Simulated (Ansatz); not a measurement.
Ligand exchange: Cd(CH3)Br + SiH3(SH) → Cd(CH3)(SH) + SiH3Br

Species: Cd(CH3)Br, singlet; SiH3(SH) (sulfanylsilane), singlet; Cd(CH3)(SH), singlet; SiH3Br `[SiH3]Br`, singlet. The partners trade Br for SH: Cd–Br and Si–SH bonds give way to Cd–SH and Si–Br.

Shapes, held fixed at every level: PBE0-D4/def2-TZVP. Programs: Ansatz 0.2.0. Electronic energies: no zero-point or thermal term.

Estimate ΔE of this reaction.

The highest level, CCSD(T)/def2-TZVPP, gives ΔE = +25.2 kJ/mol; the levels span +21.6 to +38.7. The column of differences is taken from that level and isn't an error. No measured value is set beside it here. For atoms past krypton def2 sets carry core potentials with scalar relativity. Relativity is left out for Br. Outer-core shells of Br, Cd are correlated in most correlated rows, in sets that cover them unevenly.

```csv
level,kind,ΔE (kJ/mol),less CCSD(T)/def2-TZVPP
HF/def2-SVP,Hartree–Fock,+38.7,+13.5
PBE-D4/def2-TZVPP,GGA,+24.1,-1.1
wB97X-V/def2-TZVPP,range-separated hybrid,+28.3,+3.1
B2PLYP/def2-TZVPP,double hybrid,+26.1,+0.9
MP2/def2-TZVPP,perturbation theory,+21.6,-3.6
CCSD(T)/def2-SVP,coupled cluster or CI,+31.9,+6.7
CCSD/def2-SVP,coupled cluster or CI,+33.2,+8.0
CCSD(T)/def2-TZVPP,coupled cluster or CI,+25.2,0.0
```
